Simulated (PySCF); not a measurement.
Worked example for aluminum bromide: proton affinity at atom Br1

Structure: `[Br][Al]([Br])[Br]` (AlBr3). Atom numbers as in the mapped SMILES `[Br:1][Al:2]([Br:3])[Br:4]`.

Level of theory: M06-2X/def2-TZVP single points in PySCF, grid level 3; every species was optimised with PBE0-D3(BJ)/def2-SVP. Zero-point and thermal terms (298.15 K, 1 bar) come from unscaled PBE0-D3(BJ)/def2-SVP harmonic frequencies, with soft modes damped to free rotors in the entropy.

Step: `[Br][Al]([Br])[BrH+]` → `[Br][Al]([Br])[Br]` + H⁺.

| species | charge | multiplicity | E / Eh |
| --- | --- | --- | --- |
| `[Br][Al]([Br])[BrH+]` | 1 | 1 | -7965.460342 |
| `[Br][Al]([Br])[Br]` | 0 | 1 | -7965.213611 |

Thermal terms, products less reactant: Δ(H − E) = -15.39 kJ/mol, Δ(G − E) = -38.64 kJ/mol (the bare proton has no electronic energy, H = 5/2 RT). 1 Eh = 2625.50 kJ/mol.

Task: What are ΔE, ΔH and ΔG of this step?

Result: ΔE = 0.246731 Eh = 647.79 kJ/mol; ΔH = 632.4 kJ/mol; ΔG = 609.1 kJ/mol, all in the gas phase at 298.15 K and 1 bar. The digits show the arithmetic; the method itself can be off by 10 kJ/mol or more.

Note: atoms from Ga to Kr are treated without relativity.
